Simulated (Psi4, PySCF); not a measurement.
C$_{2}$H$_{10}$GeSSi, singlet, at a GFN2-xTB geometry, atoms displaced at random by about 0.08 Å a coordinate. Base run: PBE0/STO-3G, gradient in PySCF.

PySCF was given this input:
```python
from pyscf import gto, scf, dft

mol = gto.M(
    atom='''
Si   -1.50100954   -0.12484051    0.61520665
C    -1.28140956    1.88174655    0.70303901
C    -3.23192969   -0.61087008    0.15609788
S     0.05067301   -1.00554041   -0.79509374
Ge    1.66596930    0.10115720   -0.18404049
H    -1.15394702   -0.45390953    1.99024198
H    -2.08639345    2.50454822    1.12021599
H    -1.26177457    2.22428875   -0.41045902
H    -0.22242471    2.31044868    0.89052051
H    -3.40381741   -1.50892023    0.16337264
H    -3.99056469   -0.12769972    0.65387873
H    -3.40758107   -0.15491582   -0.99917750
H     1.85679735    1.41113107   -0.72587020
H     1.96574764    0.15579211    1.23671678
H     2.93679831   -0.72124882   -0.61996393
''',
    basis='sto-3g',
    verbose=4,
)

mf = dft.RKS(mol)
mf.xc = 'pbe0'
mf.kernel()
g = mf.nuc_grad_method()
grad = g.kernel()
```

Programs used: Psi4, PySCF; a row that names a program was run with it.

The coordinate followed is x of atom 12.

The base run was repeated with changes; each row names its change, and settings that it needs were set with it.

```json
[
 {"change": "base", "dE/dx (Eh/bohr)": "-0.013281", "net force (Eh/bohr)": "0.000018"},
 {"change": "grids.level = 0; grid_response = on", "dE/dx (Eh/bohr)": "-0.013929", "net force (Eh/bohr)": "0.000000"},
 {"change": "finite difference step (bohr) = 0.2; conv_tol = 1e-11", "dE/dx (Eh/bohr)": "-0.013271", "net force (Eh/bohr)": "-"},
 {"change": "grids.level = 5; grid_response = off", "dE/dx (Eh/bohr)": "-0.013285", "net force (Eh/bohr)": "0.000014"},
 {"change": "conv_tol = 1e-11", "dE/dx (Eh/bohr)": "-0.013281", "net force (Eh/bohr)": "0.000018"},
 {"change": "finite difference step (bohr) = 1e-5; conv_tol = 1e-11", "dE/dx (Eh/bohr)": "-0.013295", "net force (Eh/bohr)": "-"},
 {"change": "density fitting = on", "dE/dx (Eh/bohr)": "-0.013278", "net force (Eh/bohr)": "0.000018"},
 {"change": "grid_response = on", "dE/dx (Eh/bohr)": "-0.013295", "net force (Eh/bohr)": "0.000000"},
 {"change": "grids.level = 0; grid_response = off", "dE/dx (Eh/bohr)": "-0.013201", "net force (Eh/bohr)": "0.012361"},
 {"change": "finite difference step (bohr) = 1e-4; conv_tol = 1e-11", "dE/dx (Eh/bohr)": "-0.013295", "net force (Eh/bohr)": "-"},
 {"change": "grids.level = 1; grid_response = on", "dE/dx (Eh/bohr)": "-0.013342", "net force (Eh/bohr)": "0.000000"},
 {"change": "code = psi4", "dE/dx (Eh/bohr)": "-0.013281", "net force (Eh/bohr)": "0.000343"}
]
```

The net force is zero for an exact gradient.
